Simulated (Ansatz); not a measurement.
Ansatz (a first-principles code) input (PBE/3-21G): The .json file is the Basis Set Exchange's 3-21G.

Ansatz 0.2 input:
```yaml
crystal:
  periodic: [false, false, false]
  atoms:
    - {symbol: C, position_ang: [2.25953500, 0.30906900, -0.14720500]}
    - {symbol: C, position_ang: [0.92849200, -0.14888900, 0.15010900]}
    - {symbol: O, position_ang: [0.67329800, -1.10123800, 0.86705100]}
    - {symbol: O, position_ang: [-0.04943000, 0.57841100, -0.44346300]}
    - {symbol: Si, position_ang: [-1.66396100, 0.14862100, -0.17878200]}
    - {symbol: H, position_ang: [3.09227500, -0.22001700, 0.28936300]}
    - {symbol: H, position_ang: [2.42243700, 1.16023600, -0.79053400]}
    - {symbol: H, position_ang: [-1.92809900, -1.21217900, -0.68302100]}
    - {symbol: H, position_ang: [-2.00406900, 0.26476000, 1.25182600]}
    - {symbol: H, position_ang: [-2.40619500, 1.14803800, -0.97081700]}
basis:
  gaussian:
    orbitals: 3-21G.json
hamiltonian:
  xc: {name: PBE}
magnetization: {spin_polarized: true, initial_magnetization: 1}
output: {forces: true}
```

Output:

```
Functional definition: PBE
integrals: 0.02 GiB planned
775 factors; their error is unknown
mean field: 0.16 GiB planned
mean field evaluation 1: about -14034.2395 eV, gradient 3.6e1 eV
mean field evaluation 2: about -14023.2470 eV, gradient 6.4e1 eV
mean field evaluation 4: about -14038.6035 eV, gradient 7.1e0 eV
mean field evaluation 8: about -14038.7841 eV, gradient 1.7e-1 eV
mean field evaluation 16: about -14038.7122 eV, gradient 6.1e-5 eV
mean field evaluation 32: about -14038.1529 eV, gradient 9.9e0 eV
integrals: 0.05 GiB planned
a density is far from that of the atoms, so the factors are made again for it
741 factors; integrals over basis functions are off by at most 4.1e-5 eV
mean field: 0.16 GiB planned
mean field -14038.71113061 eV, -515.9131182699 hartree, gradient 1.7e-5 eV, S^2 0.754723; 0 other end points of the search recorded, 0 dependent functions left out
the calculation of the forces begins
reference -14038.71116064 eV, -515.9131193733 hartree; 24, 23 occupied and 35, 36 virtual orbitals, 741 factors
Total energy: -14038.71116064 eV, -515.9131193733 hartree
Atom 0 at     2.259535     0.309069    -0.147205 Å, force    -0.004660     0.166818    -0.127521 eV/Å
Atom 1 at     0.928492    -0.148889     0.150109 Å, force     1.576504     1.233262    -0.879493 eV/Å
Atom 2 at     0.673298    -1.101238     0.867051 Å, force    -0.780762    -2.380787     1.786685 eV/Å
Atom 3 at    -0.049430     0.578411    -0.443463 Å, force     0.825287     1.456505    -1.079398 eV/Å
Atom 4 at    -1.663961     0.148621    -0.178782 Å, force    -1.167912    -0.383605     0.246962 eV/Å
Atom 5 at     3.092275    -0.220017     0.289363 Å, force     0.266857    -0.184271     0.151139 eV/Å
Atom 6 at     2.422437     1.160236    -0.790534 Å, force     0.029773     0.275512    -0.209139 eV/Å
Atom 7 at    -1.928099    -1.212179    -0.683021 Å, force    -0.220057    -0.520340    -0.179700 eV/Å
Atom 8 at    -2.004069     0.264760     1.251826 Å, force    -0.248225     0.027271     0.537691 eV/Å
Atom 9 at    -2.406195     1.148038    -0.970817 Å, force    -0.276806     0.309637    -0.247225 eV/Å
Dipole moment:     0.110745     0.217034    -0.161322 e Å
```

The geometry given is a B3LYP-D3(BJ)/def2-TZVP minimum.
